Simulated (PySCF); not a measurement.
First SCF of a structure search on quintet RuCl₂, at a hand-made linear geometry. PySCF input:

```python
from pyscf import gto, scf, dft
mol = gto.M(atom='''
Ru     0.000000     0.000000     0.000000
Cl     0.000000     0.000000     2.240000
Cl     0.000000     0.000000    -2.240000''',
    basis={'Ru': 'def2-TZVP', 'Cl': 'def2-TZVP'},
    ecp={'Ru': 'def2-TZVP'},
    charge=0, spin=4)
mf = dft.UKS(mol, xc='PBE0')
mf.grids.atom_grid = (50, 194)
aux = {'Ru': 'def2-universal-JKFIT', 'Cl': 'def2-universal-JKFIT'}
mf = mf.density_fit(auxbasis=aux)
mf.conv_tol = 1e-08
mf.diis_space = 10
mf.max_cycle = 60
mf.init_guess = 'minao'
mf.verbose = 4
mf.kernel()
```

Excerpt of the output (cycles alone):

```
init E= -1007.19563737925
cycle= 1 E= -1013.61196615797  delta_E= -6.42  |g|= 1.69  |ddm|= 3.03
cycle= 2 E= -1003.53037892746  delta_E= 10.1  |g|= 3.28  |ddm|= 11.3
cycle= 3 E= -1014.1044335721  delta_E= -10.6  |g|= 1.23  |ddm|= 11.2
cycle= 4 E= -1014.96146873922  delta_E= -0.857  |g|= 0.44  |ddm|= 1.08
cycle= 5 E= -1015.04179235901  delta_E= -0.0803  |g|= 0.254  |ddm|= 0.422
cycle= 6 E= -1015.06248726621  delta_E= -0.0207  |g|= 0.148  |ddm|= 0.15
cycle= 7 E= -1015.07262159509  delta_E= -0.0101  |g|= 0.0487  |ddm|= 0.113
cycle= 8 E= -1015.07386509031  delta_E= -0.00124  |g|= 0.0133  |ddm|= 0.0426
cycle= 9 E= -1015.07395903644  delta_E= -9.39e-05  |g|= 0.000821  |ddm|= 0.0116
cycle= 10 E= -1015.07395987698  delta_E= -8.41e-07  |g|= 0.000297  |ddm|= 0.00149
cycle= 11 E= -1015.07396011083  delta_E= -2.34e-07  |g|= 0.00012  |ddm|= 0.000924
cycle= 12 E= -1015.07396021604  delta_E= -1.05e-07  |g|= 6.94e-05  |ddm|= 0.000753
cycle= 13 E= -1015.07396027455  delta_E= -5.85e-08  |g|= 3.25e-05  |ddm|= 0.00077
cycle= 14 E= -1015.07396029162  delta_E= -1.71e-08  |g|= 1.6e-05  |ddm|= 0.000516
cycle= 15 E= -1015.07396029459  delta_E= -2.97e-09  |g|= 1.54e-05  |ddm|= 9.59e-05
Extra cycle  E= -1015.07396029673  delta_E= -2.14e-09  |g|= 1.54e-05  |ddm|= 6.15e-05
converged SCF energy = -1015.07396029673  <S^2> = 6.0091343  2S+1 = 5.0036524
```

No lower solution of this spin was found from smeared starts or by a stability analysis within the unrestricted form.

Open d and f shells are described by one determinant, and the ground state may have another occupation or spin.

The search for the lowest solution, 3 starts and the stability check together, took 9.9 s on 4 threads of a shared Arm Neoverse V2 host, with 114 basis functions; the process peaked at 0.44 GiB. Launch command: `OMP_NUM_THREADS=4 python axn.py task.json out`.
